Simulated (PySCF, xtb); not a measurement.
Si(H)2(F)(vinyl) (C₂H₅FSi), SMILES C=C[SiH2]F. The values are those of a single conformer.

Harmonic wavenumbers (cm⁻¹) from GFN2-xTB run with xtb at its own minimum, in rising order: 76, 148, 367, 393, 566, 589, 675, 742, 772, 828, 925, 1011, 1032, 1281, 1419, 1665, 2303, 2325, 3034, 3074, 3107.

Question: What does B3LYP-D3(BJ)/def2-SVP (PySCF) give at its own minimum? (An estimate is asked for; the answer gives what the named calculation found.)

Answer: 118, 166, 413, 414, 666, 696, 734, 854, 930, 973, 1001, 1021, 1038, 1275, 1418, 1667, 2234, 2238, 3117, 3129, 3214. Paired by order, the mean absolute difference is 62 cm⁻¹ and the zero-point energies are 37.6 and 39.1 kcal/mol.
